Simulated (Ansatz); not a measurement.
Energy profile

The step: SiHCl₃O ([OH][Si]([Cl])([Cl])[Cl]) + HCl → SiCl₄ ([Cl][Si]([Cl])([Cl])[Cl]) + H₂O; bonds formed: Si1–Cl7, O2–H6; bonds broken: Si1–O2, H6–Cl7 (atoms numbered as in the saddle structure below).

Si1  (-0.579, -0.245, 0.089)
O2  (1.154, -0.101, -0.180)
Cl3  (-0.599, -2.138, -0.797)
Cl4  (-1.177, -0.679, 1.968)
Cl5  (-1.859, 0.731, -1.141)
H6  (1.266, 0.948, 0.111)
Cl7  (0.232, 2.015, 0.893)
H8  (1.562, -0.532, -0.942)
(Å)

Electronic energies by CCSD(T) at an estimated basis limit (MP2 extrapolated from triple and quadruple zeta, plus CCSD(T) − MP2 in triple zeta), on PBE0-D4/def2-TZVP structures; SiH2Cl4O, closed shell; no counterpoise correction. Computed with Ansatz 0.2.0 (basis: def2-TZVPP and def2-QZVPP); correlated methods freeze the cores. Extrapolation: Hartree–Fock as exp(−7.88 √X), correlation as X^−2.97.

(1) Give the profile in eV, counted from the separated reactants. (An estimate is asked for; the value comes from the calculation.)

No T1 diagnostic of these runs exceeds 0.010. The end structure is not quite a true minimum (one mode of 35i cm⁻¹).

## Answers

(1) The calculation gives:
```tsv
point	eV
separated: SiHCl3O (linked as [OH][Si]([Cl])([Cl])[Cl]; Si1, O2, Cl3, Cl4, Cl5, H8; singlet) + HCl (H6, Cl7; singlet)	0.000
start structure	-0.152
saddle	1.174
end structure	0.076
separated: SiCl4 (linked as [Cl][Si]([Cl])([Cl])[Cl]; Si1, Cl3, Cl4, Cl5, Cl7; singlet) + H2O (O2, H6, H8; singlet)	0.152
```

Hydrogen chloride, the by-product of chloride precursors, can attack films and sites by steps of this kind.

For scale, one of the runs: CCSD(T)/def2-TZVPP, 269 basis functions, launched by `ansatz run in.yaml --threads 8 --pin off --events-out ev --progress --plain --max-ram 19148MiB`. Time: 3 min of wall clock on 8 CPU threads of an Intel Xeon; the host was shared. Peak host memory: 6.2 GiB.
